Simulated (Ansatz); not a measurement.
C$_{6}$H$_{11}$O$_{2}$ (SMILES CCC[CH]OC(C)=O), doublet, at a GFN2-xTB geometry; Ansatz (a program for electronic structure) with BLYP/STO-3G.

The Ansatz input:
Ansatz 0.2 input:
```yaml
crystal:
  periodic: [false, false, false]
  atoms:
    - {symbol: C, position_ang: [-2.43892695, 0.73525158, -1.20292531]}
    - {symbol: C, position_ang: [-2.68613443, -0.47005965, -0.30645903]}
    - {symbol: C, position_ang: [-1.41213080, -1.32036800, -0.13220164]}
    - {symbol: C, position_ang: [-0.34023799, -0.58244925, 0.56145168]}
    - {symbol: O, position_ang: [0.80244250, -0.32971528, -0.10352844]}
    - {symbol: C, position_ang: [1.77923886, 0.41022206, 0.47069981]}
    - {symbol: C, position_ang: [2.96104545, 0.54625189, -0.44912569]}
    - {symbol: O, position_ang: [1.68008295, 0.88713365, 1.57830160]}
    - {symbol: H, position_ang: [-3.34995736, 1.31769669, -1.31784557]}
    - {symbol: H, position_ang: [-2.10743846, 0.41702231, -2.18898452]}
    - {symbol: H, position_ang: [-1.67239038, 1.37620481, -0.77351093]}
    - {symbol: H, position_ang: [-3.02552388, -0.13496139, 0.67498953]}
    - {symbol: H, position_ang: [-3.46778046, -1.09740177, -0.73876555]}
    - {symbol: H, position_ang: [-1.68083452, -2.21165249, 0.44653091]}
    - {symbol: H, position_ang: [-1.04558782, -1.63837641, -1.10936420]}
    - {symbol: H, position_ang: [-0.44991665, -0.17053343, 1.55160854]}
    - {symbol: H, position_ang: [2.81166249, -0.04580252, -1.34643175]}
    - {symbol: H, position_ang: [3.09022132, 1.59376922, -0.71487885]}
    - {symbol: H, position_ang: [3.86021744, 0.22159643, 0.06982802]}
basis:
  gaussian:
    orbitals: STO-3G
hamiltonian:
  xc: blyp
magnetization: {spin_polarized: true, initial_magnetization: 1}
accuracy: high
```

The log (banner, timings and long lists left out):

```
Functional definition: BLYP
1152 factors; integrals over basis functions are off by at most 2.7e-8 eV
mean field evaluation 1: about -10351.8605 eV, gradient 2.1e1 eV
mean field evaluation 2: about -10312.4300 eV, gradient 8.6e1 eV
mean field evaluation 4: about -10354.3138 eV, gradient 5.7e0 eV
mean field evaluation 8: about -10354.3119 eV, gradient 2.3e-1 eV
mean field evaluation 16: about -10354.3123 eV, gradient 4.1e-5 eV
mean field -10354.31233826 eV, -380.5139600259 hartree, gradient 7.1e-8 eV, S^2 0.753080; 0 other end points of the search recorded, 0 dependent functions left out
reference -10354.31240155 eV, -380.5139623521 hartree; 32, 31 occupied and 19, 20 virtual orbitals, 1152 factors
Total energy: -10354.31240155 eV, -380.5139623521 hartree
```
